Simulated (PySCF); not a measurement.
A calculated (r2SCANh, PySCF 2.14, x2c-QZVPPall, the spin-free X2C one-electron Hamiltonian (Gaussian nucleus)) atom or ion has these occupied shells.

```json
{"shell": "1s α", "electrons": "1", "orbital energy (eV)": "-85441.2", "rms radius, mean of both spins (bohr)": "0.0184"}
{"shell": "1s β", "electrons": "1", "orbital energy (eV)": "-85441.1", "rms radius, mean of both spins (bohr)": "0.0184"}
{"shell": "2s α", "electrons": "1", "orbital energy (eV)": "-15252.5", "rms radius, mean of both spins (bohr)": "0.0743"}
{"shell": "2s β", "electrons": "1", "orbital energy (eV)": "-15252.5", "rms radius, mean of both spins (bohr)": "0.0743"}
{"shell": "2p α", "electrons": "3", "orbital energy (eV)": "-13181.5", "rms radius, mean of both spins (bohr)": "0.0684"}
{"shell": "2p β", "electrons": "3", "orbital energy (eV)": "-13181.5", "rms radius, mean of both spins (bohr)": "0.0684"}
{"shell": "3s α", "electrons": "1", "orbital energy (eV)": "-3660.2", "rms radius, mean of both spins (bohr)": "0.190"}
{"shell": "3s β", "electrons": "1", "orbital energy (eV)": "-3660.2", "rms radius, mean of both spins (bohr)": "0.190"}
{"shell": "3p α", "electrons": "3", "orbital energy (eV)": "-3057.6", "rms radius, mean of both spins (bohr)": "0.192"}
{"shell": "3p β", "electrons": "3", "orbital energy (eV)": "-3057.5", "rms radius, mean of both spins (bohr)": "0.192"}
{"shell": "3d α", "electrons": "5", "orbital energy (eV)": "-2402.2", "rms radius, mean of both spins (bohr)": "0.176"}
{"shell": "3d β", "electrons": "5", "orbital energy (eV)": "-2402.1", "rms radius, mean of both spins (bohr)": "0.176"}
{"shell": "4s α", "electrons": "1", "orbital energy (eV)": "-828.26", "rms radius, mean of both spins (bohr)": "0.416"}
{"shell": "4s β", "electrons": "1", "orbital energy (eV)": "-828.20", "rms radius, mean of both spins (bohr)": "0.416"}
{"shell": "4p α", "electrons": "3", "orbital energy (eV)": "-628.36", "rms radius, mean of both spins (bohr)": "0.444"}
{"shell": "4p β", "electrons": "3", "orbital energy (eV)": "-628.30", "rms radius, mean of both spins (bohr)": "0.444"}
{"shell": "4d α", "electrons": "5", "orbital energy (eV)": "-384.81", "rms radius, mean of both spins (bohr)": "0.473"}
{"shell": "4d β", "electrons": "5", "orbital energy (eV)": "-384.75", "rms radius, mean of both spins (bohr)": "0.473"}
{"shell": "5s α", "electrons": "1", "orbital energy (eV)": "-136.67", "rms radius, mean of both spins (bohr)": "0.934"}
{"shell": "5s β", "electrons": "1", "orbital energy (eV)": "-136.54", "rms radius, mean of both spins (bohr)": "0.934"}
{"shell": "4f α", "electrons": "7", "orbital energy (eV)": "-119.22", "rms radius, mean of both spins (bohr)": "0.513"}
{"shell": "4f β", "electrons": "7", "orbital energy (eV)": "-119.15", "rms radius, mean of both spins (bohr)": "0.513"}
{"shell": "5p α", "electrons": "3", "orbital energy (eV)": "-81.601", "rms radius, mean of both spins (bohr)": "1.07"}
{"shell": "5p β", "electrons": "3", "orbital energy (eV)": "-81.520", "rms radius, mean of both spins (bohr)": "1.07"}
{"shell": "5d α", "electrons": "5", "orbital energy (eV)": "-18.372", "rms radius, mean of both spins (bohr)": "1.49"}
{"shell": "5d β", "electrons": "5", "orbital energy (eV)": "-17.828", "rms radius, mean of both spins (bohr)": "1.49"}
{"shell": "6s α", "electrons": "1", "orbital energy (eV)": "-12.242", "rms radius, mean of both spins (bohr)": "2.62"}
{"shell": "6p α", "electrons": "2", "orbital energy (eV)": "-4.242", "rms radius, mean of both spins (bohr)": "3.68"}
```

Problem. Name the element and its charge.

Solution. Tl (thallium, neutral), in [Xe] 4f14 5d10 6s1 6p2, high-spin 4P determinant (an excited configuration).
